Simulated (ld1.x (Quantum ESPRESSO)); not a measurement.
# u(r) = r·R(r): atom against pseudo-atom (C (Z = 6))

Columns: radius, all-electron u(r) and pseudo u(r) of the 2s shell (level -13.64 eV) of carbon in the configuration [He] 2s2 2p2; LDA (PZ), scalar-relativistic, TM scheme, ld1.x (Quantum ESPRESSO) 7.5.

```
r (bohr)  all-electron   pseudo
   0.086        0.3139  -0.0471
   0.172        0.3402  -0.0967
   0.258        0.2323  -0.1515
   0.344        0.0705  -0.2139
   0.430       -0.1033  -0.2858
   0.516       -0.2673  -0.3675
   0.602       -0.4114  -0.4566
   0.688       -0.5317  -0.5472
   0.774       -0.6279  -0.6313
   0.860       -0.7012  -0.7015
   0.946       -0.7539  -0.7539
   1.032       -0.7887  -0.7887
   1.118       -0.8083  -0.8083
   1.204       -0.8152  -0.8152
   1.290       -0.8118  -0.8118
   1.376       -0.8001  -0.8001
   1.462       -0.7820  -0.7820
   1.548       -0.7590  -0.7590
   1.634       -0.7324  -0.7324
   1.720       -0.7031  -0.7031
   1.806       -0.6722  -0.6722
   1.892       -0.6402  -0.6402
   1.978       -0.6078  -0.6078
   2.064       -0.5755  -0.5755
   2.150       -0.5435  -0.5435
   2.236       -0.5121  -0.5121
```

(1) How many radial nodes do the two functions have?

(2) At about which radius was the pseudo-wave matched?

(3) Is the pseudo-wave norm-conserving?

Answers

(1) The all-electron 2s function has n − l − 1 = 1; the pseudo-wave has 0, since the states of the same l below it are removed with the core.

(2) 1.04 bohr. The columns agree to 0.0005 from 0.86 bohr on; several derivatives are matched, so the curves merge somewhat inside the radius.

(3) Yes: the TM scheme keeps the norm inside the radius equal to the all-electron one, which fixes the energy derivative of the logarithmic derivative at the level.
